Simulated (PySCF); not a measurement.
Species: C6H8FOP3.
Atom-mapped SMILES: `[CH3:1][CH2:2][c:3]1[p:4][c:5]([F:6])[p:7][c:8]([O:9][CH3:10])[p:11]1`

Probes without a nucleus sit at each ring's centroid and 1 Å off its mean plane on both sides; NICS is minus the shielding there, NICSzz its component along the normal. Level: GIAO PBE0/pcSseg-1 (PySCF, non-relativistic, gas phase) on the GFN2-xTB geometry, one conformer.

Ring bond lengths (Å), with Mayer bond orders in brackets: C3–P4 1.747 (1.21), P4–C5 1.733 (1.29), C5–P7 1.741 (1.25), P7–C8 1.746 (1.22), C8–P11 1.760 (1.17), P11–C3 1.734 (1.33).

Problem. What do the NICS probes read (ppm)?

Solution. 
| ring | type | NICS(0) | NICS(1), two faces | NICS(1)zz, two faces | rms pucker (Å) | centre to ring atoms, mean (Å) |
| --- | --- | --- | --- | --- | --- | --- |
| C3–P4–C5–P7–C8–P11 | 6-membered ring with 3 P; formal bonds all aromatic | -8.2 | -9.7 / -9.7 | -21.7 / -21.0 | 0.01 | 1.73 |

Problem. What do they say, and how far can they be read as aromaticity?

Solution. 
- C3–P4–C5–P7–C8–P11: mean NICS(1)zz -21.4 ppm, shielded.

Problem. What does the geometric index give? HOMA takes Krygowski's 1993 parameters.

Solution. 
- C3–P4–C5–P7–C8–P11: HOMA 0.74; the largest term is that of C8–P11, α(R − Ropt)² = 0.46.

Problem. At the first NICS(1) probe listed for ring C3–P4–C5–P7–C8–P11, 1 Å off the ring, what do the in-plane components average?

Solution. The isotropic value is a third of the trace: (3 × -9.7 − (-21.7))/2 = -3.7 ppm.

Problem. What are the shieldings of the ring atoms and their hydrogens in the same run (means over atoms taken as equivalent)?

Solution. 
```json
{"atoms": "C3", "environment": "substituted aromatic carbon", "σ isotropic (ppm)": "-43.1", "principal values of the symmetric part, first atom (ppm)": "-241.7, -59.9, 172.2"}
{"atoms": "P4", "environment": "phosphorus bonded to 2 C", "σ isotropic (ppm)": "113.4", "principal values of the symmetric part, first atom (ppm)": "-130.3, -20.7, 491.2"}
{"atoms": "C5", "environment": "aromatic C–F carbon", "σ isotropic (ppm)": "-66.7", "principal values of the symmetric part, first atom (ppm)": "-250.3, -1.8, 52.0"}
{"atoms": "P7", "environment": "phosphorus bonded to 2 C", "σ isotropic (ppm)": "181.0", "principal values of the symmetric part, first atom (ppm)": "-67.5, 76.7, 533.9"}
{"atoms": "C8", "environment": "aromatic carbon bearing oxygen", "σ isotropic (ppm)": "-59.8", "principal values of the symmetric part, first atom (ppm)": "-227.0, -38.1, 85.6"}
{"atoms": "P11", "environment": "phosphorus bonded to 2 C", "σ isotropic (ppm)": "99.3", "principal values of the symmetric part, first atom (ppm)": "-156.7, -18.9, 473.6"}
```

The values belong to the conformer `[CH3:1][CH2:2][c:3]1[p:4][c:5]([F:6])[p:7][c:8]([O:9][CH3:10])[p:11]1`: C1–C2–C3–P4 -83°, P7–C8–O9–C10 0°.
